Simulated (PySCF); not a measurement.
CHBFNO2, SMILES O=C=NB(O)F. Atoms are numbered in the order given.

```xyz
7

B      0.0150    -0.9686     0.0000
F      1.0835    -1.7697     0.0000
N      0.2145     0.4382     0.0000
C      0.0469     1.6253     0.0000
O     -0.0659     2.7889     0.0000
O     -1.2306    -1.4881     0.0000
H     -1.2370    -2.4546     0.0000
```
Charge 0, spin multiplicity 1.

The structure is a stationary point at B3LYP-D3(BJ)/def2-SVP. The values are those of a single conformer.

The numbers are results of B3LYP-D3(BJ)/def2-SVP run with PySCF 2.14.0, not measurements.

No scaling factor is applied to the harmonic values.

```json
[
 {"mode": "1", "ν (cm⁻¹)": "33", "IR (km/mol)": "1.6", "Raman (Å⁴/amu)": "2.6", "depolarisation": "0.73", "moving atoms (share of kinetic energy)": "O 49 %, N 36 %, F 11 %"},
 {"mode": "2", "ν (cm⁻¹)": "94", "IR (km/mol)": "1.2", "Raman (Å⁴/amu)": "0.9", "depolarisation": "0.75", "moving atoms (share of kinetic energy)": "N 63 %, O 22 %, F 10 %"},
 {"mode": "3", "ν (cm⁻¹)": "410", "IR (km/mol)": "20.9", "Raman (Å⁴/amu)": "1.8", "depolarisation": "0.62", "moving atoms (share of kinetic energy)": "F 41 %, O 34 %, C 9 %"},
 {"mode": "4", "ν (cm⁻¹)": "447", "IR (km/mol)": "4.2", "Raman (Å⁴/amu)": "0.4", "depolarisation": "0.32", "moving atoms (share of kinetic energy)": "N 29 %, F 26 %, O 26 %, B 9 %"},
 {"mode": "5", "ν (cm⁻¹)": "544", "IR (km/mol)": "90.5", "Raman (Å⁴/amu)": "2.5", "depolarisation": "0.75", "moving atoms (share of kinetic energy)": "H 86 %"},
 {"mode": "6", "ν (cm⁻¹)": "599", "IR (km/mol)": "23.8", "Raman (Å⁴/amu)": "0.7", "depolarisation": "0.62", "moving atoms (share of kinetic energy)": "C 69 %, O 17 %, N 11 %"},
 {"mode": "7", "ν (cm⁻¹)": "621", "IR (km/mol)": "17.9", "Raman (Å⁴/amu)": "0.3", "depolarisation": "0.75", "moving atoms (share of kinetic energy)": "C 72 %, O 15 %, N 12 %"},
 {"mode": "8", "ν (cm⁻¹)": "668", "IR (km/mol)": "119.2", "Raman (Å⁴/amu)": "0.3", "depolarisation": "0.75", "moving atoms (share of kinetic energy)": "B 76 %, O 9 %"},
 {"mode": "9", "ν (cm⁻¹)": "724", "IR (km/mol)": "50.8", "Raman (Å⁴/amu)": "7.8", "depolarisation": "0.07", "moving atoms (share of kinetic energy)": "O 41 %, F 22 %, H 11 %, B 10 %, N 9 %"},
 {"mode": "10", "ν (cm⁻¹)": "999", "IR (km/mol)": "149.6", "Raman (Å⁴/amu)": "2.6", "depolarisation": "0.39", "moving atoms (share of kinetic energy)": "H 62 %, O 22 %, F 13 %"},
 {"mode": "11", "ν (cm⁻¹)": "1280", "IR (km/mol)": "378.0", "Raman (Å⁴/amu)": "2.3", "depolarisation": "0.54", "moving atoms (share of kinetic energy)": "B 50 %, O 20 %, H 12 %, F 9 %, N 8 %"},
 {"mode": "12", "ν (cm⁻¹)": "1449", "IR (km/mol)": "405.8", "Raman (Å⁴/amu)": "0.9", "depolarisation": "0.21", "moving atoms (share of kinetic energy)": "B 72 %, O 19 %, F 8 %"},
 {"mode": "13", "ν (cm⁻¹)": "1650", "IR (km/mol)": "269.7", "Raman (Å⁴/amu)": "25.1", "depolarisation": "0.25", "moving atoms (share of kinetic energy)": "N 46 %, O 26 %, B 24 %"},
 {"mode": "14", "ν (cm⁻¹)": "2475", "IR (km/mol)": "1436.1", "Raman (Å⁴/amu)": "1.2", "depolarisation": "0.16", "moving atoms (share of kinetic energy)": "C 68 %, N 20 %, O 11 %"},
 {"mode": "15", "ν (cm⁻¹)": "3848", "IR (km/mol)": "118.8", "Raman (Å⁴/amu)": "129.7", "depolarisation": "0.30", "moving atoms (share of kinetic energy)": "H 94 %"}
]
```
